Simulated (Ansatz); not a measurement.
Mulliken charges of `[CH3][V]([OH])(=[S])[Cl]` from B3LYP/def2-TZVPP in Ansatz (PBE0-D4/def2-TZVP geometry).

| atom | x (Å) | y (Å) | z (Å) | charge (e) |
| --- | --- | --- | --- | --- |
| C1 | -1.231 | -0.212 | -0.268 | -0.401 |
| V2 | 0.684 | 0.325 | -0.109 | 0.700 |
| O3 | 1.159 | -0.140 | 1.496 | -0.423 |
| S4 | 1.589 | -0.773 | -1.500 | -0.249 |
| Cl5 | 0.776 | 2.430 | -0.522 | -0.247 |
| H6 | -1.737 | 0.370 | 0.510 | 0.135 |
| H7 | -1.596 | 0.058 | -1.260 | 0.139 |
| H8 | -1.349 | -1.281 | -0.092 | 0.127 |
| H9 | 1.793 | -0.824 | 1.727 | 0.218 |

Task: By hand: the dipole of these point charges (1 e Å = 4.8032 D).

Result: Σ q r = (-0.342, -0.320, 0.159) e Å, of length 0.495 e Å = 2.38 D.

Task: How does the dipole of the full density compare? (An estimate is asked.)

Result: Computed: (-0.092, -0.340, 0.269) e Å, 2.13 D; the point charges give 1.12 times that, at 33° from its direction.

Point charges leave out the atoms' own dipoles, such as those of lone pairs, and Mulliken's split depends on the basis, so the two needn't agree.

B3LYP here is the variant with VWN-RPA as its local correlation; programs differ in this.
